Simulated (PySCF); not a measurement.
## Working out the ionisation energy of Ne²⁺

Ne²⁺ [He] 2s2 2p4 (3P) → Ne³⁺ [He] 2s2 2p3 (4S). Computed with PySCF 2.14 in aug-cc-pwCVDZ, with the non-relativistic Hamiltonian (point nucleus). Frozen: 1s2. Energies in hartree (1 hartree = 27.21139 eV):

```json
{"part": "UHF", "Ne²⁺ (lower)": "-126.322715", "Ne³⁺ (upper)": "-124.056944"}
{"part": "CCSD correlation", "Ne²⁺ (lower)": "-0.120979", "Ne³⁺ (upper)": "-0.091061"}
{"part": "(T)", "Ne²⁺ (lower)": "-0.000930", "Ne³⁺ (upper)": "-0.000390"}
```

**Question.** What does Hartree-Fock give?

**Answer.** (-124.056944) − (-126.322715) = 2.265771 hartree = 61.655 eV.

**Question.** What do CCSD and CCSD(T) give?

**Answer.** The CCSD correlation energies differ by 0.029918 hartree = 0.814 eV and the triples by 0.000540 hartree = 0.015 eV, so CCSD gives 62.469 eV and CCSD(T) 62.484 eV.

A first-order spin-orbit estimate adds 0.035 eV to CCSD(T) (valence), giving 62.519 eV against 63.423 eV (measured; NIST Atomic Spectra Database, ionization energies).

A double-zeta basis recovers only part of the correlation energy.

What remains against the reference includes basis incompleteness, the frozen core and higher excitations.
